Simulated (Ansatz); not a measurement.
Harmonic frequencies (cm⁻¹) at PBE0-D4/def2-TZVP from Ansatz: 8, 97, 97, 304, 404, 409, 498, 532, 808, 858, 941, 941, 1150, 2183, 2189, 2190, 2555, 2633.

Which molecule is it?
A. `[BH2][Zn][SiH3]`
B. `N[SiH2][TeH]`
C. `O=C[O][GeH3]`
D. `[NH2][GeH]([OH])[F]`

A.
